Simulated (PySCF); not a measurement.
AlF₂, SMILES [F][Al+][F], charge +1.

Coordinates come from a B3LYP-D3(BJ)/def2-TZVP optimisation. The multiplicity is an assumed one; other spin states were not compared. The isomer is the one that the SMILES or the coordinates give; other isomers of the formula were not compared.

Calculation: TDDFT-CAM-B3LYP/def2-TZVPD (PySCF).

Vertical excitations; the highest root listed may be one member of a degenerate set. Gas-phase values at a fixed geometry. State labels are in the subgroup D2h.

Computed UV-visible absorptions:
```csv
state,symmetry,energy (eV),λ (nm),f,main pairs
S1,B3g,7.24,171,0.000,HOMO→LUMO (degenerate set)
S2,B2g,7.24,171,0.000,HOMO−1→LUMO (degenerate set)
S3,B2u,7.60,163,0.056,HOMO−3→LUMO (degenerate set)
S4,B3u,7.60,163,0.056,HOMO−2→LUMO (degenerate set)
S5,B1u,8.72,142,0.110,HOMO−4→LUMO 90 %
S6,Ag,9.56,130,0.000,HOMO−5→LUMO 88 %
S7,Au,10.47,118,0.000,"HOMO→LUMO+2 49 %, HOMO−1→LUMO+1 49 %"
S8,Au,10.54,118,0.000,"HOMO−1→LUMO+1, HOMO→LUMO+2 (degenerate set)"
S9,B1u,10.54,118,0.000,"HOMO−1→LUMO+2, HOMO→LUMO+1 (degenerate set)"
S10,B1g,10.67,116,0.000,"HOMO−3→LUMO+2 49 %, HOMO−2→LUMO+1 49 %"
T1,B3g,6.90,180,0,HOMO→LUMO (degenerate set)
T2,B2g,6.90,180,0,HOMO−1→LUMO (degenerate set)
T3,B2u,7.10,175,0,HOMO−3→LUMO (degenerate set)
T4,B3u,7.10,175,0,HOMO−2→LUMO (degenerate set)
```
Triplets are in the Tamm–Dancoff approximation, which puts them higher than full response would, so one can lie above its singlet here.
